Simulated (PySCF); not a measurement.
A GIAO shielding run with PySCF 2.14 (density fitting, non-relativistic, gas phase) on SMILES CCO[Si@H](F)[SiH2]C, C3H11FOSi2:

```
$ OMP_NUM_THREADS=1 python probes_run.py task.json out

{"job": {"kind": "nmr", "xc": "PBE0", "basis": "pcSseg-1"}, "charge": 0, "multiplicity": 1}
C     -3.243457    -0.073354    -0.288634
C     -2.081297    -0.137721     0.689965
O     -0.882277     0.312947     0.114482
Si     0.127082    -0.424061    -0.907046
F      0.430397    -1.899197    -0.289954
Si     1.979492     0.920341    -0.890334
C      3.479704     0.019340    -0.144116
H     -4.162930    -0.364720     0.211637
H     -3.351276     0.938717    -0.670936
H     -3.065081    -0.744646    -1.124811
H     -1.948671    -1.164109     1.049239
H     -2.274310     0.512156     1.550094
H     -0.516025    -0.841448    -2.154843
H      2.320713     1.276448    -2.278935
H      1.808854     2.192089    -0.170364
H      3.679811    -0.907114    -0.676722
H      3.311841    -0.236890     0.898982
H      4.378671     0.627540    -0.194119
```

Hardware: 1 thread of an Arm Neoverse N1, shared host. The job also computes population analyses, field gradients.

**Question.** How large is the calculation?

**Answer.** 74 electrons, 188 basis functions and 1023 auxiliary functions.

**Question.** How long does it take, and how much memory does it need?

**Answer.** 49 s of wall time, with 13 SCF cycles and 4 response iterations; peak memory 0.84 GiB. Times on a shared host scatter by some tens of per cent.
